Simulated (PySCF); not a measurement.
## Spin states of CdTe

Unrestricted PBE0; basis Cd def2-TZVPPD with ECP28, Te def2-TZVPPD with ECP28; scalar-relativistic core potentials; PySCF 2.14. Outer shells of the fragments: Cd 4d10 5s2; Te 4d10 5s2 5p4.

Followed along the bond (rough minima from three points):

```csv
2Ms+1,unpaired,⟨S²⟩ at the start,R at minimum (Å),Te (eV)
3,"σ ↑, π ↑",2.01,2.80,0.00
1,none,0.00,2.56,0.02
1,"σ ↓, π ↑",1.01,2.78,0.14
```

Solutions found at the starting distance of 2.720 Å, counted from the lowest of them; the search is not exhaustive and high or unbound solutions are not listed, so other states can lie among these:

```json
{"2Ms+1": "3", "unpaired": "σ ↑, π ↑", "term": "³Π", "E (eV)": "0.00", "⟨S²⟩": "2.01", "⟨Lz²⟩": "1.01", "μ (D)": "-1.67"}
{"2Ms+1": "1", "unpaired": "none", "term": "¹Σ⁺", "E (eV)": "0.11", "⟨S²⟩": "0.00", "⟨Lz²⟩": "0.00", "μ (D)": "-5.37"}
{"2Ms+1": "1", "unpaired": "σ ↓, π ↑", "term": "mixed", "E (eV)": "0.13", "⟨S²⟩": "1.01", "⟨Lz²⟩": "1.01", "μ (D)": "-1.82"}
{"2Ms+1": "3", "unpaired": "π ↑↑", "term": "³Σ⁻", "E (eV)": "1.65", "⟨S²⟩": "2.01", "⟨Lz²⟩": "0.00", "μ (D)": "3.38"}
{"2Ms+1": "1", "unpaired": "π ↑↓", "term": "mixed", "E (eV)": "1.99", "⟨S²⟩": "1.01", "⟨Lz²⟩": "2.02", "μ (D)": "3.36"}
{"2Ms+1": "3", "unpaired": "σ ↑↑", "term": "³Σ⁺", "E (eV)": "2.17", "⟨S²⟩": "2.01", "⟨Lz²⟩": "0.00", "μ (D)": "-4.05"}
{"2Ms+1": "1", "unpaired": "none", "term": "mixed", "E (eV)": "3.06", "⟨S²⟩": "0.00", "⟨Lz²⟩": "2.01", "μ (D)": "3.34"}
{"2Ms+1": "3", "unpaired": "π ↑↑", "term": "mixed", "E (eV)": "3.22", "⟨S²⟩": "2.02", "⟨Lz²⟩": "2.01", "μ (D)": "-0.80"}
{"2Ms+1": "1", "unpaired": "π ↑↓", "term": "mixed", "E (eV)": "3.34", "⟨S²⟩": "1.07", "⟨Lz²⟩": "2.01", "μ (D)": "-0.65"}
{"2Ms+1": "3", "unpaired": "π ↑↑", "term": "mixed", "E (eV)": "3.37", "⟨S²⟩": "2.02", "⟨Lz²⟩": "2.01", "μ (D)": "-0.74"}
```

A term symbol is given only where ⟨S²⟩ and ⟨Lz²⟩ are close to those of a pure state; real π, δ and φ orbitals otherwise mix terms. A positive dipole means Cd(−)Te(+).

Problem. Compare the gap between the two lowest followed solutions at the starting distance with the gap between their minima.

Solution. At PBE0 the second solution (singlet, closed shell) lies +0.11 eV from the first (triplet, unpaired electrons σ ↑, π ↑) at 2.720 Å and +0.02 eV at the minima; the two curves relax by different amounts, since their minima lie near 2.56 and 2.80 Å. A gap this small is a tie at this level.

Spin–orbit coupling is left out. Counting both spins, an empty level lies below a filled one in some of these solutions, because spin and occupation are held.
